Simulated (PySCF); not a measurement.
## Complete the spectrum of C5H7N3

C5H7N3.
SMILES: `C=CN1N=NC=C1C`

Level of theory: TDDFT PBE0/def2-SVPD, vertical, gas phase, core orbitals frozen in the response (PySCF). Geometry: GFN2-xTB, one conformer, isolated molecule. Torsions of this conformer, `[CH2:1]=[CH:2][n:3]1[n:4][n:5][cH:6][c:7]1[CH3:8]`: C1–C2–N3–N4 0°.

Orbital energies (eV): HOMO-3 -9.56, HOMO-2 -7.62, HOMO-1 -7.49, HOMO -7.22, LUMO -1.18, LUMO+1 0.44, LUMO+2 1.28.

Lowest singlets, with some entries withheld (?).

| state | E (eV) | f | main configurations (H = HOMO, L = LUMO) |
| --- | --- | --- | --- |
| S1 | 4.82 | 0.0044 | H-1→L (98%) |
| S2 | 5.28 | 0.110 | H→L (89%) |
| S3 | 5.77 | 0.304 | H-2→L (89%) |
| S4 | 6.64 | 0.014 | H→L+1 (96%) |
| S5 | ? | 0.0000 | H-3→L (95%) |
| S6 | ? | 0.0057 | H-2→L+1 (92%) |
| S7 | ? | 0.0052 | H-1→L+2 (94%) |
| S8 | ? | 0.0017 | H-1→L+1 (98%) |

What stands in place of each question mark?

- S5: E = 6.75 eV
- S6: E = 6.97 eV
- S7: E = 7.04 eV
- S8: E = 7.07 eV

Where do the lowest triplets lie (Tamm–Dancoff)?

T1 3.63 eV, H→L (78%), H-2→L (14%); T2 4.09 eV, H-2→L (76%), H→L (14%); T3 4.13 eV, H-1→L (86%). E(S1) − E(T1) = +1.19 eV.

How far apart are S1 and S2, in eV and cm⁻¹?

5.284 − 4.816 = 0.468 eV, or about 3780 cm⁻¹.

What is the mean static polarisability from the same response equations?

80.5 au (11.94 Å³), with principal values 50.3, 83.2 and 108.2 au.
